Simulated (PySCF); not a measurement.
PySCF input (HF/def2-TZVPD):

```python
from pyscf import gto, scf, dft

mol = gto.M(
    atom='''
    C    -2.25084546   -0.02756413   -0.11565726
    C    -1.11033469    0.12750955    0.49176546
    C     0.12917447   -0.71272209    0.20559255
    C     1.27049657    0.11341881   -0.17756154
    N     2.15944881    0.77998730   -0.47294440
    H    -2.69045187   -0.63858073   -0.88760347
    H    -0.98962825    0.88681393    1.26095516
    H    -0.07015933   -1.43334932   -0.58841301
    H     0.40315246   -1.27864784    1.10083702
    ''',
    basis='def2-tzvpd',
    charge=0,
    spin=1,
    verbose=4,
)

mf = scf.UHF(mol).density_fit(auxbasis='def2-universal-jkfit')
mf.conv_tol = 1e-9
mf.max_cycle = 100
mf.max_memory = 1500
mf.kernel()
if not mf.converged:
    mf = mf.newton()
    mf.kernel(mf.make_rdm1())
for _ in range(2):
    mo, _, stable, _ = mf.stability(return_status=True)
    if stable:
        break
    mf.kernel(mf.make_rdm1(mo, mf.mo_occ))
mf.analyze()
```

Output:

```
PySCF version 2.14.0

[INPUT] verbose = 4
[INPUT] num. atoms = 9
[INPUT] num. electrons = 35
[INPUT] charge = 0
[INPUT] spin (= nelec alpha-beta = 2S) = 1
[INPUT] symmetry False subgroup None
[INPUT] Mole.unit = angstrom
[INPUT] Symbol           X                Y                Z      unit          X                Y                Z       unit  Magmom
[INPUT]  1 C     -2.250845460000  -0.027564130000  -0.115657260000 AA   -4.253481468121  -0.052088656562  -0.218560545718 Bohr   0.0
[INPUT]  2 C     -1.110334690000   0.127509550000   0.491765460000 AA   -2.098228470704   0.240958127767   0.929302036921 Bohr   0.0
[INPUT]  3 C      0.129174470000  -0.712722090000   0.205592550000 AA    0.244104370586  -1.346849553028   0.388513612751 Bohr   0.0
[INPUT]  4 C      1.270496570000   0.113418810000  -0.177561540000 AA    2.400890559499   0.214330488274  -0.335542680856 Bohr   0.0
[INPUT]  5 N      2.159448810000   0.779987300000  -0.472944400000 AA    4.080766830918   1.473962377639  -0.893735388147 Bohr   0.0
[INPUT]  6 H     -2.690451870000  -0.638580730000  -0.887603470000 AA   -5.084217185624  -1.206742688125  -1.677327465514 Bohr   0.0
[INPUT]  7 H     -0.989628250000   0.886813930000   1.260955160000 AA   -1.870126357633   1.675835451149   2.382859907757 Bohr   0.0
[INPUT]  8 H     -0.070159330000  -1.433349320000  -0.588413010000 AA   -0.132581918783  -2.708637655632  -1.111939437031 Bohr   0.0
[INPUT]  9 H      0.403152460000  -1.278647840000   1.100837020000 AA    0.761847735845  -2.416294227367   2.080280475582 Bohr   0.0

nuclear repulsion = 132.62345501975
number of shells = 85
number of NR pGTOs = 304
number of NR cGTOs = 221
basis = def2-tzvpd
ecp = {}

******** <class 'pyscf.df.df_jk.DFUHF'> ********
method = DFUHF
initial guess = minao
damping factor = 0
level_shift factor = 0
DIIS = <class 'pyscf.scf.diis.CDIIS'>
diis_start_cycle = 1
diis_space = 8
diis_damp = 0
SCF conv_tol = 1e-09
SCF conv_tol_grad = None
SCF max_cycles = 100
direct_scf = False
number electrons alpha = 18  beta = 17
Set gradient conv threshold to 3.16228e-05
******** <class 'pyscf.df.df.DF'> ********
auxbasis = def2-universal-jkfit
init E= -209.0143082787
  alpha nocc = 18  HOMO = -0.130203427701964  LUMO = 0.0535547959926596
  beta  nocc = 17  HOMO = -0.26346619858181  LUMO = -0.130203427701971

WARN: HOMO -0.130203427701964 >= LUMO -0.130203427701971

cycle= 1 E= -208.094185203815  delta_E= 0.92  |g|= 0.426  |ddm|= 2.02
  alpha nocc = 18  HOMO = -0.412097846546942  LUMO = 0.0447555803548092
  beta  nocc = 17  HOMO = -0.447075429580032  LUMO = 0.0029622973942125
  HOMO = -0.412097846547  LUMO = 0.00296229739421  gap/eV = 11.29436
cycle= 2 E= -208.169190721986  delta_E= -0.075  |g|= 0.36  |ddm|= 1.09
  alpha nocc = 18  HOMO = -0.400886265918091  LUMO = 0.0598423940718433
  beta  nocc = 17  HOMO = -0.412344644411881  LUMO = 0.0360023677077236
  HOMO = -0.400886265918  LUMO = 0.0360023677077  gap/eV = 11.88835
cycle= 3 E= -208.22487166354  delta_E= -0.0557  |g|= 0.0698  |ddm|= 0.318
  alpha nocc = 18  HOMO = -0.403553996101358  LUMO = 0.0643334777877759
[...]
  beta  nocc = 17  HOMO = -0.41068195042071  LUMO = 0.0592118931373163
  HOMO = -0.410681950421  LUMO = 0.0592118931373  gap/eV = 12.78646
Extra cycle  E= -208.234737527585  delta_E= -1.01e-10  |g|= 6e-06  |ddm|= 1.54e-05
converged SCF energy = -208.234737527585  <S^2> = 0.93135351  2S+1 = 2.1738017
uhf_internal: lowest eigs of H = [0.07766104 0.16183831 0.21515685]
<class 'pyscf.df.df_jk.DFUHF'> wavefunction is stable in the internal stability analysis
**** SCF Summaries ****
Total Energy =                        -208.234737527585139
Nuclear Repulsion Energy =             132.623455019750054
One-electron Energy =                 -542.697625051375098
Two-electron Energy =                  201.839432504039905
Two-electron Coulomb Energy =          230.572844989497355
DFT Exchange-Correlation Energy =      -28.733412485457450
HOMO-LUMO gap [eV] =                    12.786462765478932
**** MO energy ****
                             alpha | beta                alpha | beta
MO #1   energy= -15.572742201596   | -15.5713930703482  occ= 1 | 1
MO #2   energy= -11.3000567367884  | -11.2957055296058  occ= 1 | 1
MO #3   energy= -11.2762737990411  | -11.2773804093052  occ= 1 | 1
MO #4   energy= -11.2756934509916  | -11.2720557861605  occ= 1 | 1
MO #5   energy= -11.2590447002488  | -11.2411528405228  occ= 1 | 1
MO #6   energy= -1.22724523439117  | -1.22577828682535  occ= 1 | 1
MO #7   energy= -1.11798304191689  | -1.10962298876839  occ= 1 | 1
MO #8   energy= -1.01472626884745  | -0.975238981978862 occ= 1 | 1
MO #9   energy= -0.80032169491836  | -0.765746065131076 occ= 1 | 1
MO #10  energy= -0.710906609527406 | -0.708111664937746 occ= 1 | 1
MO #11  energy= -0.666199855139923 | -0.656009289077801 occ= 1 | 1
MO #12  energy= -0.645164729579701 | -0.630292351857338 occ= 1 | 1
MO #13  energy= -0.590773762474995 | -0.574676647390316 occ= 1 | 1
MO #14  energy= -0.56046733794939  | -0.558518731983259 occ= 1 | 1
MO #15  energy= -0.479418430452351 | -0.469239111126101 occ= 1 | 1
MO #16  energy= -0.467701007837247 | -0.465821196329932 occ= 1 | 1
MO #17  energy= -0.428393130708096 | -0.41068195042071  occ= 1 | 1
MO #18  energy= -0.418230986428918 | 0.0592118931373163 occ= 1 | 0
MO #19  energy= 0.0606100497054665 | 0.0649868231848469 occ= 0 | 0
MO #20  energy= 0.0826950844306124 | 0.0867960685988865 occ= 0 | 0
MO #21  energy= 0.0877258548043005 | 0.102016047751925  occ= 0 | 0
MO #22  energy= 0.104232908218091  | 0.106263737478677  occ= 0 | 0
MO #23  energy= 0.124763376757714  | 0.132989065638867  occ= 0 | 0
MO #24  energy= 0.139922889978806  | 0.14709588626779   occ= 0 | 0
MO #25  energy= 0.158579713943252  | 0.165777202308118  occ= 0 | 0
MO #26  energy= 0.165666817892484  | 0.168689072262132  occ= 0 | 0
MO #27  energy= 0.181177229129647  | 0.189622165621585  occ= 0 | 0
MO #28  energy= 0.190599230873404  | 0.194298646768142  occ= 0 | 0
MO #29  energy= 0.205139508421918  | 0.204522605475888  occ= 0 | 0
MO #30  energy= 0.206107388524917  | 0.215135734235949  occ= 0 | 0
MO #31  energy= 0.216778479902925  | 0.219406422388966  occ= 0 | 0
MO #32  energy= 0.220640238453434  | 0.225401033267663  occ= 0 | 0
MO #33  energy= 0.234635799030806  | 0.238812860536007  occ= 0 | 0
MO #34  energy= 0.258065805162361  | 0.260044033531265  occ= 0 | 0
MO #35  energy= 0.260715116045153  | 0.267874609985497  occ= 0 | 0
MO #36  energy= 0.266567053648936  | 0.270337853062314  occ= 0 | 0
MO #37  energy= 0.278323600928943  | 0.285070260590647  occ= 0 | 0
MO #38  energy= 0.294740328405143  | 0.300899943127682  occ= 0 | 0
MO #39  energy= 0.308592386310685  | 0.311959631544789  occ= 0 | 0
MO #40  energy= 0.315403827076857  | 0.31827043575492   occ= 0 | 0
MO #41  energy= 0.318751111480271  | 0.320466049931198  occ= 0 | 0
MO #42  energy= 0.322119313134032  | 0.3267087406052    occ= 0 | 0
MO #43  energy= 0.323831826659549  | 0.338834299125697  occ= 0 | 0
MO #44  energy= 0.34430236226098   | 0.344459617171102  occ= 0 | 0
MO #45  energy= 0.361005396760923  | 0.364784560960394  occ= 0 | 0
MO #46  energy= 0.36546017532435   | 0.36787309367254   occ= 0 | 0
MO #47  energy= 0.371018487241118  | 0.377612133297228  occ= 0 | 0
MO #48  energy= 0.380486917990606  | 0.384506399152923  occ= 0 | 0
MO #49  energy= 0.394789973211313  | 0.396458333860874  occ= 0 | 0
MO #50  energy= 0.400500531254873  | 0.40089959321281   occ= 0 | 0
MO #51  energy= 0.409672893708518  | 0.411413474323903  occ= 0 | 0
MO #52  energy= 0.433467632216425  | 0.434105549731655  occ= 0 | 0
MO #53  energy= 0.437376518499209  | 0.438605791171964  occ= 0 | 0
MO #54  energy= 0.450908668310807  | 0.455204452296982  occ= 0 | 0
MO #55  energy= 0.459269563268916  | 0.4606393783266    occ= 0 | 0
MO #56  energy= 0.462082799503677  | 0.467064977321876  occ= 0 | 0
MO #57  energy= 0.467870440598951  | 0.46876728009651   occ= 0 | 0
MO #58  energy= 0.483173413888208  | 0.485471904883289  occ= 0 | 0
MO #59  energy= 0.498448892322012  | 0.501192889636737  occ= 0 | 0
MO #60  energy= 0.501812090853063  | 0.508956644378132  occ= 0 | 0
MO #61  energy= 0.528796923363384  | 0.530269256693871  occ= 0 | 0
MO #62  energy= 0.535490126609094  | 0.539591004911024  occ= 0 | 0
MO #63  energy= 0.547172634682219  | 0.551540816934295  occ= 0 | 0
MO #64  energy= 0.556987181510795  | 0.569113689862504  occ= 0 | 0
MO #65  energy= 0.570950578970904  | 0.575087541869467  occ= 0 | 0
MO #66  energy= 0.593502629407895  | 0.594818503495947  occ= 0 | 0
MO #67  energy= 0.615561683178239  | 0.621086938432673  occ= 0 | 0
MO #68  energy= 0.623661406243973  | 0.624879387349172  occ= 0 | 0
MO #69  energy= 0.629553144740395  | 0.633973573991068  occ= 0 | 0
MO #70  energy= 0.636214655120142  | 0.648667794623848  occ= 0 | 0
MO #71  energy= 0.656650286127049  | 0.658561428329196  occ= 0 | 0
MO #72  energy= 0.661102060673449  | 0.665933654658596  occ= 0 | 0
MO #73  energy= 0.665871396259866  | 0.676162223284834  occ= 0 | 0
MO #74  energy= 0.688597702935769  | 0.690357848577138  occ= 0 | 0
MO #75  energy= 0.699504433699757  | 0.706574348991389  occ= 0 | 0
MO #76  energy= 0.706515682873929  | 0.71091649682547   occ= 0 | 0
MO #77  energy= 0.724866963024986  | 0.735932109839292  occ= 0 | 0
MO #78  energy= 0.74908748792105   | 0.747313887291067  occ= 0 | 0
MO #79  energy= 0.763748832485868  | 0.758977640916121  occ= 0 | 0
MO #80  energy= 0.773821496789989  | 0.781838210473516  occ= 0 | 0
MO #81  energy= 0.791496082315782  | 0.789843804901668  occ= 0 | 0
MO #82  energy= 0.798666467607587  | 0.804788408084723  occ= 0 | 0
MO #83  energy= 0.809088967439083  | 0.81846618939133   occ= 0 | 0
MO #84  energy= 0.819250880527151  | 0.828245193402051  occ= 0 | 0
MO #85  energy= 0.830116230712354  | 0.839305018452099  occ= 0 | 0
MO #86  energy= 0.837032252716261  | 0.84502544517615   occ= 0 | 0
MO #87  energy= 0.846621090079984  | 0.848929406426104  occ= 0 | 0
MO #88  energy= 0.891667303152414  | 0.894006192319588  occ= 0 | 0
MO #89  energy= 0.89433317325944   | 0.897271150140636  occ= 0 | 0
MO #90  energy= 0.918310421856799  | 0.921318214635612  occ= 0 | 0
MO #91  energy= 0.955442410678714  | 0.962082841892055  occ= 0 | 0
MO #92  energy= 0.962254753757818  | 0.971897095337176  occ= 0 | 0
MO #93  energy= 1.00100399995741   | 1.02045792670218   occ= 0 | 0
MO #94  energy= 1.00873059673833   | 1.02901911071936   occ= 0 | 0
MO #95  energy= 1.04112850907129   | 1.05262577617317   occ= 0 | 0
MO #96  energy= 1.0706321882899    | 1.07572342081153   occ= 0 | 0
MO #97  energy= 1.10251193336801   | 1.11280192508514   occ= 0 | 0
MO #98  energy= 1.12164869909883   | 1.12188753439851   occ= 0 | 0
MO #99  energy= 1.14469732202341   | 1.14965948325128   occ= 0 | 0
MO #100 energy= 1.14612549467528   | 1.15225448002548   occ= 0 | 0
MO #101 energy= 1.1666642153687    | 1.19252866712446   occ= 0 | 0
MO #102 energy= 1.2288749776374    | 1.2352197005356    occ= 0 | 0
MO #103 energy= 1.27198882452775   | 1.28798686115247   occ= 0 | 0
MO #104 energy= 1.31689855405084   | 1.3269169049687    occ= 0 | 0
[...]
```

It need not be the lowest isomer of its formula.

The determinant is spin-contaminated: <S^2> is 0.93 against 0.75 for a pure state.
